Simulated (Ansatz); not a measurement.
Z-matrix (Å, degrees):
```
Si
C 1 1.818
N 1 1.674 2 51.1
F 1 1.594 2 118.8 3 109.6
H 1 1.471 2 129.4 3 -99.7
H 2 1.091 1 116.4 3 -106.3
H 2 1.088 1 126.3 3 99.7
H 3 1.005 1 139.6 2 114.0
```

Charge 0, multiplicity 1.

Q: List the PBE0/def2-TZVPP orbital energies in eV (Ansatz). (An estimate is asked.)

A: Ansatz gave: Occupied: -1803.61, -673.96, -391.10, -278.77, -145.82, -100.53, -100.49, -100.44, -33.34, -24.93, -18.05, -15.67, -14.27, -13.10, -12.66, -12.06, -11.58, -9.79, -8.44, -7.13. Lowest empty: 0.45, 0.91, 1.16, 2.33, 2.66, 2.98, 3.82, 4.07.
